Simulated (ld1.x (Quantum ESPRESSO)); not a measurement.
**Ge: one change to a TM semilocal potential, before and after**

* Element: germanium
* Generator: ld1.x (Quantum ESPRESSO) 7.5
* Type: norm-conserving Troullier–Martins (semilocal form)
* Functional: PBEsol
* Relativity: scalar-relativistic
* Frozen core: [Ar] 3d10
* Valence charge: 4
* Reference configuration: 4s2 4p0.5 (charge +1.5)
* Partial waves: 4p (bound): rc 1.95 bohr; 4d channel at 0.05 Ry: rc 1.55 bohr; 4s (bound): rc 1.55 bohr
* Local potential: the s channel
* Core correction: a·sin(br)/r model core, default radius (core density twice the valence density)

All-electron outer shells of the reference configuration (PBEsol, scalar-relativistic, ld1.x):

```json
{"shell": "4s", "level (eV)": "-24.47", "outermost node (bohr)": "0.77", "outermost maximum (bohr)": "1.69"}
{"shell": "4p", "level (eV)": "-15.41", "outermost node (bohr)": "0.82", "outermost maximum (bohr)": "2.03"}
```

Change: all radii but the core radius scaled by about 1.09 (s 1.68, p 2.12, d 1.68 bohr).

Cutoffs: the cutoffs (Ry, on a coarse ladder) from which the occupation-weighted sum of valence levels, in a spherical-Bessel basis at the reference potential, stays within 10 and 1 mRy of its value at 400 Ry; they do not see the model core or the augmentation charge, which bear on the density cutoff. Errors are all-electron minus pseudo energies relative to the spin-unpolarised reference configuration.

Task: Predict the effect on cutoff, ghosts and configuration errors.

Result: The potential gets neither clearly harder nor softer (30 Ry and 45 Ry → 30 Ry and 45 Ry); the s channel sets the loose cutoff, while the largest relative change is in p, which becomes softer; of the 7 tests that both files solve, the error grows in 0 and shrinks in 2 by more than 15 % and 0.3 meV (median size 7.3 → 7.4 meV); neither file shows a bound ghost. A semilocal file is local in each channel, so a ghost entry of none says nothing of the separable form that plane-wave codes build from it.

```csv
quantity,base,changed
"cutoff, loose",30 Ry,30 Ry
"cutoff, tight",45 Ry,45 Ry
loose cutoff by channel (10 mRy a level),"p 8 Ry, s 15 Ry","p 6 Ry, s 15 Ry"
bound ghosts,none,none
"error for 4s2 4p2, meV [ΔE -14.11 eV]",-11,-11
"error for 4s2 4p1, meV [ΔE -6.66 eV]",-2.2,-2.3
"error for 4s2 4p0, meV [ΔE 8.79 eV]",-7.1,-7.3
"error for 4s0 4p4, meV [ΔE 2.10 eV]",-23,-19
"error for 4s2 4p2.3, meV [ΔE -14.99 eV]",-13,-13
"error for 4s2 4p1.5, meV [ΔE -11.30 eV]",-7.3,-7.4
"error for 4s1 4p2, meV [ΔE 2.07 eV]",-6.1,-5.0
```
